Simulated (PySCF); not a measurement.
Compound: C7H8ClF3.
SMILES with atom numbers: `[F:1][C:2]([F:3])([F:4])[C:5]1=[C:6]([Cl:7])[CH2:8][CH2:9][CH2:10][CH2:11]1` (hydrogens: H12, H13 on C8; H14, H15 on C9; H16, H17 on C10; H18, H19 on C11)

A GFN2-xTB structure was refined with PBE0-D3(BJ)/def2-SVP geometry optimisation, gas phase in PySCF. Its GFN2-xTB values:

```json
{"coordinate": "F1–C2", "GFN2-xTB": "1.344 Å"}
{"coordinate": "C2–C5", "GFN2-xTB": "1.505 Å"}
{"coordinate": "C5=C6", "GFN2-xTB": "1.333 Å"}
{"coordinate": "C5–C11", "GFN2-xTB": "1.505 Å"}
{"coordinate": "C6–Cl7", "GFN2-xTB": "1.728 Å"}
{"coordinate": "C6–C8", "GFN2-xTB": "1.495 Å"}
{"coordinate": "C8–C9", "GFN2-xTB": "1.526 Å"}
{"coordinate": "C8–H12", "GFN2-xTB": "1.091 Å"}
{"coordinate": "C9–C10", "GFN2-xTB": "1.523 Å"}
{"coordinate": "C9–H14", "GFN2-xTB": "1.091 Å"}
{"coordinate": "C10–C11", "GFN2-xTB": "1.524 Å"}
{"coordinate": "C10–H16", "GFN2-xTB": "1.090 Å"}
{"coordinate": "C10–H17", "GFN2-xTB": "1.091 Å"}
{"coordinate": "C11–H18", "GFN2-xTB": "1.095 Å"}
{"coordinate": "F1–C2–F3", "GFN2-xTB": "105.7°"}
{"coordinate": "C2–C5–C6", "GFN2-xTB": "121.1°"}
{"coordinate": "F3–C2–C5", "GFN2-xTB": "112.3°"}
{"coordinate": "F4–C2–C5", "GFN2-xTB": "113.0°"}
{"coordinate": "C5–C11–C10", "GFN2-xTB": "111.4°"}
{"coordinate": "C6–C5–C11", "GFN2-xTB": "122.9°"}
{"coordinate": "C6–C8–C9", "GFN2-xTB": "111.4°"}
{"coordinate": "Cl7–C6–C8", "GFN2-xTB": "114.7°"}
{"coordinate": "F1–C2–C5–C6", "GFN2-xTB": "-58°"}
{"coordinate": "C5–C6–C8–C9", "GFN2-xTB": "-16°"}
{"coordinate": "C6–C8–C9–C10", "GFN2-xTB": "47°"}
{"coordinate": "C8–C9–C10–C11", "GFN2-xTB": "-65°"}
```

Q: How do these coordinates change at the PBE0-D3(BJ)/def2-SVP level?

A: 
| coordinate | PBE0-D3(BJ)/def2-SVP (Å or °) | change |
| --- | --- | --- |
| C10–H17 | 1.104 | +0.013 |
| C9–H14 | 1.104 | +0.013 |
| F1–C2 | 1.333 | -0.011 |
| C8–H12 | 1.102 | +0.011 |
| C10–H16 | 1.101 | +0.011 |
| C11–H18 | 1.105 | +0.010 |
| C5=C6 | 1.343 | +0.010 |
| C6–Cl7 | 1.734 | +0.006 |
| C2–C5 | 1.510 | +0.005 |
| C8–C9 | 1.522 | -0.004 |
| C10–C11 | 1.521 | -0.003 |
| C5–C11 | 1.508 | +0.003 |
| C6–C8 | 1.498 | +0.003 |
| C9–C10 | 1.520 | -0.003 |
| F3–C2–C5 | 110.4 | -1.9 |
| C6–C5–C11 | 121.4 | -1.5 |
| Cl7–C6–C8 | 113.3 | -1.4 |
| C5–C11–C10 | 112.7 | +1.3 |
| C2–C5–C6 | 122.2 | +1.1 |
| F4–C2–C5 | 111.9 | -1.1 |
| C6–C8–C9 | 112.4 | +1.0 |
| F1–C2–F3 | 106.7 | +1.0 |
| F1–C2–C5–C6 | -50 | +8 |
| C6–C8–C9–C10 | 44 | -3 |
| C5–C6–C8–C9 | -12 | +4 |
| C8–C9–C10–C11 | -62 | +3 |

The energy falls by 0.044 eV over 7 energy and gradient evaluations, the largest force component goes from 0.0199 to 2.9e-04 Eh/bohr, and the atoms move by 0.083 Å rms after alignment. Among the bonds, C9–H14 and C10–H17 change most and about equally (+0.013 Å). Bonds longer at the end by more than 0.005 Å: 10 of 19; shorter: 2. Among the dihedrals that turn most is F4–C2–C5–C11, from -117° to -107°. Rotational constants go from 1252, 873.1, 579.6 to 1233, 869.5, 573.8 MHz.

The run used 198 basis functions and 47 SCF cycles in all. The run took 5.0 min of wall time on Intel Xeon Platinum 8175M at 2.50 GHz, one thread, shared host with 96 logical CPUs at a one-minute load of 75, and the process peaked at 0.89 GiB of memory.

No PBE0-D3(BJ)/def2-SVP frequencies stand behind this structure, so it isn't proved a minimum. One conformer, not necessarily the lowest.
